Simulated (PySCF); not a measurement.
These compounds are isomers of formula C9H9N3.

A. SMILES Cc1cccc(-n2ccnn2)c1
B. `c1ccc2c(c1)nnn2C1CC1`
C. SMILES C=Cn1nc2cccc(C)c2n1

Spectrum 1. ¹H NMR (400 MHz, computed): δ 8.00 (d, 1H), 7.77 (m, 1H), 7.73 (m, 1H), 7.57 (d, 1H), 7.09 (m, 1H), 5.65 (m, 1H), 2.93 (s, 3H). ¹³C{¹H} NMR (computed): δ 150.1 (C), 150.1 (C), 141.2 (CH), 136.1 (C), 132.9 (CH), 131.3 (CH), 120.6 (CH), 115.4 (CH2), 17.3 (CH3).

Spectrum 2. ¹H NMR (400 MHz, computed): δ 8.45 (d, 1H), 7.78 (m, 1H), 7.77 (m, 1H), 7.67 (m, 1H), 3.85 (m, 1H), 1.87 (m, 2H), 1.22 (m, 2H). ¹³C{¹H} NMR (computed): δ 151.2 (C), 141.1 (C), 130.7 (CH), 127.6 (CH), 127.0 (CH), 111.8 (CH), 30.6 (CH), 11.7 (CH2).

Spectrum 3. ¹H NMR (400 MHz, computed): δ 8.96 (s, 1H), 8.14 (m, 1H), 7.91 (m, 1H), 7.72 (m, 1H), 7.47 (d, 1H), 7.45 (d, 1H), 2.63 (s, 3H). ¹³C{¹H} NMR (computed): δ 146.7 (C), 142.0 (C), 138.8 (CH), 134.4 (CH), 133.8 (CH), 126.2 (CH), 125.2 (CH), 117.3 (CH), 24.0 (CH3).

[PySCF 2.14.0 with density-fitted response routines: GIAO PBE0/pcSseg-1 shieldings; GFN2-xTB geometry; one computed conformer; rapidly exchanging positions averaged; relativity neglected; isolated molecule]

δ = σ(ref) − σ, references computed at the same level: ¹H (σref 31.72) and ¹³C (σref 186.93) vs TMS. Where no couplings were computed, multiplicities follow the n + 1 count of equivalent neighbours, and m marks all less simple cases (inequivalent or close neighbours, rings, F or P nearby). Shifts are as computed. Against solution values, carbons near 30 ppm lie about +3 ppm off and those near 130 ppm about +5 ppm. Of 1211 compounds with measured shifts, 218 miss one by over three times the rms of a fit or turn the order of signals round; such compounds aren't used in these exercises.

Match each spectrum to its structure.

Answers

1–C, 2–B, 3–A.

- Spectrum 1 (C): 9 ¹³C signals; δC 141.2 is an alkene CH; δC 132.9 is an aromatic CH.
- Spectrum 2 (B): 8 ¹³C signals; δC 130.7 is an aromatic CH; δC 127.6 is an aromatic CH.
- Spectrum 3 (A): 9 ¹³C signals; δC 142.0 is an aromatic carbon bearing nitrogen; δC 134.4 is an aromatic CH.
